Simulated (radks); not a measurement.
Valence configurations of Se+ (all share [Ar]). Calculated with a radial shooting solver on a logarithmic mesh with Libxc functionals: Dirac Kohn-Sham, PBE, spin-unpolarised, spherical densities, finite nucleus; open shells are shared between the two j in proportion to 2j + 1; Fermi nuclear charge, rms radius 4.14 fm. Energies are relative to 3d10 4s2 4p3; eigenvalues in eV.

valence           E (eV)  e(3d3/2)  e(3d5/2)  e(4p1/2)  e(4p3/2)  e(4s1/2)
3d10 4s2 4p3       0.000   -64.124   -63.229   -15.704   -15.261   -26.853
3d9 4s2 4p4       53.232   -76.204   -75.257   -17.608   -17.086   -29.606
3d8 4s2 4p5       116.93   -88.766   -87.767   -19.471   -18.869   -32.259
3d7 4s2 4p6       191.59   -101.79   -100.74   -21.308   -20.623   -34.830
3d10 4s1 4p4      11.529   -65.730   -64.833   -16.399   -15.940   -27.706
3d9 4s1 4p5       65.652   -77.698   -76.750   -18.249   -17.712   -30.384
3d10 4s1.5 4p3.5   5.744   -64.935   -64.039   -16.056   -15.606   -27.286
3d9 4s1.5 4p4.5   59.423   -76.957   -76.010   -17.932   -17.403   -30.000
3d10 4p5          23.222   -67.277   -66.379   -17.058   -16.584         -
3d9.5 4s2 4p3.5   25.341   -70.102   -69.181   -16.662   -16.180   -28.243

NIST lists [Ar] 3d10 4s2 4p3 as the ground configuration; this level of theory agrees among the configurations tried. The energies are those of spherical spin-averaged densities, not of single terms.
